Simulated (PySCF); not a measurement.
An element was calculated at UHF (PySCF 2.14, ECP, a quadruple-zeta basis, no spin-orbit coupling), in the ground configurations that NIST lists.

```
electron affinity          : 1.053 eV
first ionisation energy    : 7.734 eV
second ionisation energy   : 18.352 eV
third ionisation energy    : 26.969 eV
polarisability of the atom : 38.1 bohr³
```

Q: Which element is it?

A: Tellurium (Te, Z = 52), in def2-QZVPPD with the def2 core potential (28 electrons). NIST lists 9.010, 18.6 ± 0.4, 27.84 ± 0.04 eV for these ionisation energies.
